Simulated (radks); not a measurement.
Initial-state core-level shifts of neutral chlorine when its valence configuration changes from [Ne] 3s2 3p5. Method: non-relativistic Kohn-Sham, LDA (Slater exchange, Perdew-Wang correlation), spin-polarised, spherical densities, point nucleus; open shells are filled with parallel spins first; computed with a radial shooting solver on a logarithmic mesh with Libxc functionals. Shifts are changes of the shell-averaged eigenvalues in eV (positive: less bound); the change of the density at the nucleus, which sets a Mossbauer isomer shift, is in e/bohr^3, on a base of 3201.

valence          1s      2s      2p  density at nucleus
3s1.5 3p5.5  -0.656  -0.661  -0.649             -5.7813
3s1 3p6      -1.302  -1.313  -1.288            -11.6188
